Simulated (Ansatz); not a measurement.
BeH2O2 (SMILES [OH][Be][OH]) moved off its minimum; all values from Ansatz (an electronic-structure program), cores frozen in correlated methods.
(charge 0, multiplicity 1)
```xyz
5

Be     0.1629     0.0192     0.1806
O      0.8003     0.1625    -1.0654
H      1.7839     0.0666    -1.2156
O     -0.7698    -0.0725     1.0204
H     -1.5078    -0.5906     1.4919
```

Forces at MP2/aug-cc-pVTZ (eV/Å):

```csv
atom,Fx,Fy,Fz
Be1,4.753,0.463,-4.602
O2,3.271,-0.035,-1.547
H3,-2.049,0.236,0.219
O4,-8.364,-2.421,7.361
H5,2.390,1.758,-1.431
```

Q: Give the forces (eV/Å), the total energy and the dipole at CCSD(T)/aug-cc-pVTZ.

A: 
```json
[
 {"atom": "Be1", "Fx": "4.710", "Fy": "0.463", "Fz": "-4.611"},
 {"atom": "O2", "Fx": "3.234", "Fy": "-0.044", "Fz": "-1.485"},
 {"atom": "H3", "Fx": "-2.054", "Fy": "0.234", "Fz": "0.231"},
 {"atom": "O4", "Fx": "-8.292", "Fy": "-2.413", "Fz": "7.311"},
 {"atom": "H5", "Fx": "2.403", "Fy": "1.761", "Fz": "-1.447"}
]
```
Energy -166.2634 hartree, dipole 2.08 D.
